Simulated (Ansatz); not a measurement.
# Abstraction of Br: SiH(CH3)2Br + GeH(CH3)2 → SiH(CH3)2 + GeH(CH3)2Br

Species: SiH(CH3)2Br, singlet; GeH(CH3)2, doublet; SiH(CH3)2, doublet; GeH(CH3)2Br, singlet. A radical takes Br: the energy is the difference in strength between the Si–Br bond broken and the Ge–Br bond made.

Shapes, held fixed at every level: PBE0-D4/def2-TZVP. Programs: Ansatz 0.2.0. Electronic energies: no zero-point or thermal term.

| level | kind | ΔE (kJ/mol) | less CCSD(T)/def2-TZVPP |
| --- | --- | --- | --- |
| MP2/def2-TZVPP | perturbation theory | +35.1 | +1.2 |
| PBE-D4/def2-TZVPP | GGA | +33.3 | -0.6 |
| r2SCAN-D4/def2-TZVPP | meta-GGA | +34.4 | +0.5 |
| B3LYP-D4/def2-TZVPP | global hybrid | +36.2 | +2.3 |
| wB97M-V/def2-TZVPP | range-separated hybrid | +47.3 | +13.4 |
| wB97X-V/def2-TZVPP | range-separated hybrid | +37.2 | +3.3 |
| CCSD/def2-TZVPP | coupled cluster or CI | +34.0 | +0.1 |
| CCSD(T)/def2-TZVPP | coupled cluster or CI | +33.9 | 0.0 |

The highest level, CCSD(T)/def2-TZVPP, gives ΔE = +33.9 kJ/mol; the levels span +33.3 to +47.3. The column of differences is taken from that level and isn't an error. No measured value is set beside it here. Open shells run unrestricted. Relativity is left out for Br, Ge. Outer-core shells of Br, Ge are correlated, in sets that cover them unevenly.
